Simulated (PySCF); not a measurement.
C5H4F4S (charge +1 and doublet state).
Atom-mapped SMILES: `[F:1][C@@H:2]1[CH:3]=[C:4]([C:5]([F:6])([F:7])[F:8])[S+:9][CH2:10]1` (hydrogens: H11 on C2; H12 on C3; H13, H14 on C10)

Cartesian coordinates in Å at the GFN2-xTB level; atoms count from 1:
```
atom  x, y, z in Å
F1    -2.5170   -0.8476    0.4231
C2    -1.5213   -0.3727   -0.3637
C3    -0.1844   -0.9077    0.0185
C4     0.7861    0.0241    0.1078
C5     2.2481   -0.2451    0.4382
F6     2.5179   -1.5382    0.3609
F7     2.5267    0.1771    1.6686
F8     3.0376    0.4104   -0.4101
S9     0.2687    1.6562   -0.1680
C10   -1.4558    1.1623   -0.3152
H11   -1.7598   -0.7264   -1.3879
H12   -0.0422   -1.9645    0.2024
H13   -2.0015    1.5158    0.5697
H14   -1.9036    1.6559   -1.1814
```

The hyperfine couplings belong to this conformer and change with its torsions.

Level of theory: UKS B3LYP, pcH-1 on C F H S, non-relativistic, mean-field spin-orbit, GIAO (PySCF). One conformer (not necessarily the lowest) at the GFN2-xTB geometry, without solvent, vibrations or thermal averaging. The geometry wasn't refined by DFT: couplings that depend on bond lengths, twists or pyramidal angles can differ widely from those at the functional's own minimum, by a factor of two or more for some ions and for spin on atoms past the first row. No stability test was run, so a lower SCF solution isn't excluded.

(1) Predict the first-order ENDOR lines of F1, F6/F7/F8, H11, H13, H14 and H12 under fast tumbling at B = 336.3 mT (X band).

(2) Which pairs are centred on the nuclear Larmor frequency, and which on half the coupling?

(3) At what field would the lower line of H12 fall to zero frequency?

Answers

(1) For S = 1/2 in fast tumbling each set of equivalent nuclei gives two lines, ν± = |νn ± a/2| to first order, with νn = g_N μN B/h and μN/h = 7.62259 MHz/T.

```json
{"nuclei": "F1", "isotope": "19F", "g_N": "5.2577", "νn (MHz)": "13.48", "a_iso (MHz)": "48.94", "lower line (MHz)": "10.99", "upper line (MHz)": "37.95"}
{"nuclei": "F6/F7/F8", "isotope": "19F", "g_N": "5.2577", "νn (MHz)": "13.48", "a_iso (MHz)": "-3.62", "lower line (MHz)": "11.67", "upper line (MHz)": "15.29"}
{"nuclei": "H11", "isotope": "1H", "g_N": "5.5857", "νn (MHz)": "14.32", "a_iso (MHz)": "85.38", "lower line (MHz)": "28.37", "upper line (MHz)": "57.01"}
{"nuclei": "H13", "isotope": "1H", "g_N": "5.5857", "νn (MHz)": "14.32", "a_iso (MHz)": "77.45", "lower line (MHz)": "24.41", "upper line (MHz)": "53.05"}
{"nuclei": "H14", "isotope": "1H", "g_N": "5.5857", "νn (MHz)": "14.32", "a_iso (MHz)": "39.04", "lower line (MHz)": "5.20", "upper line (MHz)": "33.84"}
{"nuclei": "H12", "isotope": "1H", "g_N": "5.5857", "νn (MHz)": "14.32", "a_iso (MHz)": "-26.51", "lower line (MHz)": "1.07", "upper line (MHz)": "27.57"}
```

(2) Centred on νn, since |a| < 2νn: F6/F7/F8 and H12. Centred on |a|/2 and split by 2νn: F1, H11, H13 and H14.

(3) Where νn = |a|/2, that is B = 13.25 MHz/(5.5857 × 7.62259 MHz/T) = 311 mT, as far as first order holds there.

Class means assume fast exchange of nuclei equivalent by connectivity; if that motion is slow, each nucleus keeps its own coupling. The three 19F nuclei of mean -3.6 MHz run from -6.0 to 1.0 MHz in the frozen geometry.
